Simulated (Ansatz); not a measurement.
H$_{2}$TeCl$_{2}$, singlet: a pair in one relaxed arrangement.

Input (in.yaml):

```yaml
crystal:
  periodic: [false, false, false]
  atoms:
    - {symbol: Cl, position_ang: [-0.284238, -0.047334, -3.501745]}
    - {symbol: Cl, position_ang: [0.136600, 0.104137, -1.487891]}
    - {symbol: Te, position_ang: [0.723624, 0.311882, 1.461106]}
    - {symbol: H, position_ang: [0.222602, -1.241794, 1.737247]}
    - {symbol: H, position_ang: [-0.798587, 0.873110, 1.791383]}
basis:
  gaussian: {orbitals: "def2-TZVPPD.json"}
hamiltonian: {xc: r2scan, dispersion: d4}
```

The basis file named in the input lies beside it (Basis Set Exchange, JSON).

Run by:

```bash
ansatz run in.yaml --threads 4 --pin off --events-out ev --progress --plain --max-ram 9574MiB
```

What Ansatz 0.2.0 printed:

```
Functional definition: r2SCAN
  name "r2SCAN"
  cite "Furness, Kaplan, Ning, Perdew & Sun, J. Phys. Chem. Lett. 11, 8208 (2020) doi:10.1021/acs.jpclett.0c02405"
  cite "Furness, Kaplan, Ning, Perdew & Sun, J. Phys. Chem. Lett. 11, 9248 (2020) doi:10.1021/acs.jpclett.0c03077"
  parent r2scan
  parameter k0 = 0.174
  parameter k1 = 0.065
  parameter a1 = 4.9479
  exchange = r2scan_x(k0 = k0, k1 = k1, a1 = a1)
  correlation = r2scan_c
1215 factors; their error is unknown
mean field evaluation 1: about -32371.7308 eV, gradient 1.3e1 eV
mean field evaluation 2: about -32371.2184 eV, gradient 1.9e1 eV
mean field evaluation 4: about -32372.1796 eV, gradient 2.2e0 eV
mean field evaluation 8: about -32372.1917 eV, gradient 7.4e-2 eV
mean field evaluation 16: about -32372.1753 eV, gradient 1.4e-4 eV
mean field -32372.17531234 eV, -1189.6555000801 hartree, gradient 7.9e-5 eV, S^2 0.000000; 0 other end points of the search recorded, 0 dependent functions left out
reference -32372.17533524 eV, -1189.6555009215 hartree; 30, 30 occupied and 165, 165 virtual orbitals, 1215 factors
Total energy: -32372.20171052 eV, -1189.6564701953 hartree
```

The lines “mean field evaluation” count trial sets of orbitals through the whole run, from several starts and some on an approximate energy, so they need not fall steadily or lie above the final value.

The run took about 1.4 s on 4 CPU threads of an Intel Xeon 6975P-C (shared host).
